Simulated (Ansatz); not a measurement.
```yaml
crystal:
  periodic: [false, false, false]
  atoms:
    - {symbol: C, position_ang: [0.243426, -1.436321, 0.841518]}
    - {symbol: C, position_ang: [-0.232278, -0.767083, -0.509104]}
    - {symbol: C, position_ang: [0.516033, -1.344517, -1.646291]}
    - {symbol: O, position_ang: [0.003540, 0.639447, -0.498377]}
    - {symbol: Al, position_ang: [-0.330828, 1.936063, 0.543126]}
    - {symbol: O, position_ang: [0.197861, 3.461224, 0.248682]}
    - {symbol: O, position_ang: [-1.273033, 1.691428, 1.924558]}
    - {symbol: H, position_ang: [0.040521, -2.470470, 0.801905]}
    - {symbol: H, position_ang: [1.264078, -1.236588, 0.920790]}
    - {symbol: H, position_ang: [-0.277844, -0.975651, 1.716326]}
    - {symbol: H, position_ang: [-1.258735, -0.938162, -0.605315]}
    - {symbol: H, position_ang: [0.284150, -2.416103, -1.748763]}
    - {symbol: H, position_ang: [0.117080, -0.914660, -2.615467]}
    - {symbol: H, position_ang: [1.553134, -1.242487, -1.544342]}
    - {symbol: H, position_ang: [0.728433, 3.611811, -0.591128]}
    - {symbol: H, position_ang: [-1.458058, 2.383586, 2.538209]}
basis:
  gaussian: {orbitals: pcseg-2}
hamiltonian: {xc: {name: HF}}
correlation: {active_space: {window: {electrons: 6, orbitals: 2}}}
output: {forces: true}
```

```sh
$ ansatz run in.yaml --threads 4 --pin off --events-out ev --progress --plain --max-ram 11315MiB
```

(1) How does Ansatz answer? (An estimate is asked.)

Answers

(1) The calculation gave: The run stopped with an error.
```
Functional definition: HF
2018 factors; integrals over basis functions are off by at most 9.8e-4 eV
mean field evaluation 1: about -15927.3453 eV, gradient 6.7e1 eV
mean field evaluation 2: about -15927.6659 eV, gradient 6.8e1 eV
mean field evaluation 4: about -15936.3698 eV, gradient 5.2e0 eV
mean field evaluation 8: about -15936.4942 eV, gradient 3.6e-1 eV
mean field -15936.49477796 eV, -585.6553809460 hartree, gradient 8.0e-6 eV, S^2 0.000000; 0 other end points of the search recorded, 0 dependent functions left out
reference -15936.49477796 eV, -585.6553809460 hartree; 32, 32 occupied and 308, 308 virtual orbitals, 2018 factors
Error: 6 electrons in 2 orbitals form no window around the highest filled level of the reference
```
